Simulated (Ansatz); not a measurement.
Reaction (ligand exchange at the In–O bond): `[CH3][In]([OH])[F]` + CH₃NH₂ → `C[NH][In]([CH3])[F]` + H₂O

Computed with Ansatz on PBE0-D4/def2-TZVP structures; ΔE is electronic, products minus reactants. CCSD(T)/CBS is the MP2 limit (def2-TZVPP, def2-QZVPP) plus CCSD(T) − MP2 in def2-TZVPP, frozen cores. This one scheme is used for every species. Functionals use def2-TZVPP. def2 core potentials past Kr. For In outer-core shells are correlated without core-valence functions, which leaves a few kJ/mol of doubt a bond. Each species was taken in one conformer, which may not be the lowest.

| level | ΔE (kJ/mol) |
| --- | --- |
| r2SCANh-D4 | 19.4 |
| PBE | 22.6 |

**Question.** What does CCSD(T)/CBS give? (An estimate is asked.)

**Answer.** The calculation gave: +13.0 kJ/mol. The listed levels differ from it by 6.4, 9.6 kJ/mol.

Largest T1 diagnostic among the species: 0.016.

The D4 term adds −5.5 kJ/mol with B3LYP and −3.2 kJ/mol with PBE0; it sums over pairs of atoms, weighted by their polarisabilities, and B3LYP, whose exchange is more repulsive, gets the larger term. From r2SCAN to r2SCAN0 (25 % exact exchange), in def2-TZVPP and without D4, ΔE moves by −3.5 kJ/mol.

B3LYP here is the variant with VWN-RPA as its local correlation; programs differ in this.
